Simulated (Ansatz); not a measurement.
Reaction (redistribution): `C[Si](F)(F)[GeH3]` + `O=C(S)N[SiH3]` → `O=C(S)[NH][GeH3]` + `C[Si](F)(F)[SiH3]`

Program: Ansatz. Geometries: PBE0-D4/def2-TZVP. ΔE: electronic, gas phase. CCSD(T)/CBS adds triple-zeta CCSD(T) − MP2 to the extrapolated MP2 energy (def2 sets, frozen cores). DFT in def2-TZVPP. For Ge outer-core shells are correlated without core-valence functions, which leaves a few kJ/mol of doubt a bond. Scalar relativity is left out up to krypton. One conformer a species, not always the lowest.

`C[Si](F)(F)[GeH3]`:

```xyz
11

C    -0.132    1.537   -0.883
Si   -0.504   -0.244   -0.568
F    -2.083   -0.416   -0.398
F    -0.107   -1.088   -1.864
Ge    0.565   -1.219    1.321
H    -0.435    2.150   -0.031
H    -0.671    1.885   -1.768
H     0.938    1.683   -1.049
H     0.160   -0.470    2.601
H     0.176   -2.697    1.468
H     2.092   -1.121    1.170
```

`O=C(S)N[SiH3]`:

Z-matrix (Å, degrees):
```
Si
N 1 1.761
H 1 1.479 2 110.9
H 1 1.485 2 103.4 3 -118.1
H 1 1.479 2 110.9 3 123.9
C 2 1.358 1 117.4 3 -61.9
H 2 1.005 1 123.2 3 118.1
S 6 1.785 2 119.1 1 180.0
O 6 1.208 2 122.0 1 -0.0
H 8 1.343 6 98.5 2 -0.1
```

`O=C(S)[NH][GeH3]`:

Cartesian coordinates in Å:
```
O 0.344 1.621 0.323
C -0.063 0.623 0.871
S -0.526 0.579 2.605
N -0.211 -0.561 0.239
Ge 0.237 -0.652 -1.571
H -0.233 1.873 2.793
H -0.556 -1.349 0.761
H -0.659 0.306 -2.357
H -0.056 -2.117 -1.929
H 1.722 -0.323 -1.735
```

`C[Si](F)(F)[SiH3]`:

Z-matrix (Å, degrees):
```
C
Si 1 1.847
H 1 1.093 2 110.8
H 1 1.093 2 110.2 3 119.9
H 1 1.092 2 110.8 3 -120.3
F 2 1.598 1 108.6 3 -177.3
F 2 1.598 1 108.6 3 -62.5
Si 2 2.345 1 116.4 3 60.1
H 8 1.488 2 109.6 1 59.6
H 8 1.488 2 109.6 1 -59.5
H 8 1.486 2 110.4 1 -180.0
```

```csv
level,ΔE (kcal/mol),difference from CCSD(T)/CBS
PBE-D4,9.3,-1.4
r2SCAN-D4,10.2,-0.5
B2PLYP,10.3,-0.4
PBE0,9.6,-1.1
HF/def2-TZVPP,10.0,-0.7
SCS-MP2/def2-TZVPP,10.0,-0.7
CCSD(T)/def2-TZVPP,9.7,-1.0
MP2/def2-QZVPP,11.0,0.3
SCS-MP2/def2-QZVPP,10.5,-0.2
MP2/CBS(def2),11.3,0.6
CCSD(T)/CBS,10.7,0
```

Largest T1 diagnostic among the species: 0.015.
